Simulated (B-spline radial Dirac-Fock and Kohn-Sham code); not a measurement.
# Ionisation energies of lead ions, computed and tabulated

Level of theory: Dirac-Fock ΔSCF + Breit + QED; an atomic code on a B-spline grid. Each value is the difference of the configuration-average energies of two neighbouring ions in their tabulated ground configurations. Electron correlation is not included. NIST's values refer to the lowest levels; many for high charge states are themselves semi-empirical or theoretical. Where a p, d or f shell is open in either ion the computed value averages over both j values and all terms, while the table refers to the lowest levels; that difference holds spin-orbit splitting (largest in heavy or highly charged ions), term energies where several electrons share open shells, and correlation, and it can reach 10 % or more.

```csv
ion,configuration,computed (eV),NIST (eV),kind,NIST − computed (eV)
Pb,[Xe] 4f14 5d10 6s2 6p2,6.16,7.41668,measured,+1.26
Pb⁺,[Xe] 4f14 5d10 6s2 6p1,13.22,15.0325,measured,+1.82
Pb²⁺,[Xe] 4f14 5d10 6s2,29.78,31.9373,measured,+2.15
Pb³⁺,[Xe] 4f14 5d10 6s1,40.51,42.33256,measured,+1.82
Pb⁴⁺,[Xe] 4f14 5d10,68.34,68.8 ± 0.5,semi-empirical,+0.46
Pb⁵⁺,[Xe] 4f14 5d9,85.22,82.9 ± 2,theoretical,-2.32
Pb⁶⁺,[Xe] 4f14 5d8,102.8,100.1 ± 2,theoretical,-2.73
Pb⁷⁺,[Xe] 4f14 5d7,121.1,120 ± 2.1,theoretical,-1.10
Pb⁸⁺,[Xe] 4f14 5d6,140.0,138 ± 2.2,theoretical,-2.00
Pb⁹⁺,[Xe] 4f14 5d5,159.5,158 ± 2.2,theoretical,-1.49
Pb¹⁰⁺,[Xe] 4f14 5d4,179.5,182 ± 2.4,theoretical,+2.46
```

Task: Where in this range is the largest relative jump, and why?

Result: From Pb⁺ (13.22 eV) to Pb²⁺ (29.78 eV), a factor of 2.25. The configuration goes from [Xe] 4f14 5d10 6s2 6p1 to [Xe] 4f14 5d10 6s2, so the next electron comes out of a deeper subshell.
